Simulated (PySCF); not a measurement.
**AsO and its ions**

UHF; PySCF, no relativity, basis sets As def2-TZVPPD, O def2-TZVPPD. Neutral (UHF): doublet (π ↑), Re = 1.580 Å, ωe = 1158 cm⁻¹, De = 1.17 eV, HOMO -8.92 eV, LUMO -0.20 eV.

AsO⁺ (RHF): singlet (closed shell), Re = 1.521 Å, ωe = 1342 cm⁻¹, De = 2.50 eV to As⁺ + O. The energies at the minima are -2309.05338 hartree for AsO and -2308.75534 for AsO⁺.

Task: Work out the adiabatic ionisation energy, without and with harmonic zero-point energies (1 hartree = 27.2114 eV, 1 eV = 8065.5 cm⁻¹), and the change of the bond length.

Result: At HF: 0.29804 hartree = 8.110 eV between the minima; the zero-point term (1342.0 − 1158.0)/2 cm⁻¹ = +0.011 eV makes it 8.121 eV. Re changes by -5.9 pm against the neutral. The electron leaves a π orbital; in so polar a molecule the change of length follows mostly from the change of the ionic charges.

For an ion De counts to the pair picked by the measured ionisation energies or electron affinities, which need not be the lowest pair at this level. Where the molecule has an RHF reference, its open-shell atoms are computed with UHF. Hartree–Fock leaves out correlation, which carries a large part of most bond energies and some tenths to 1 eV of ionisation energies. States were picked by a PBE0 search and need not be the measured ground states.

Neutral and ion stand on different kinds of reference determinant, which adds to the error of the difference.
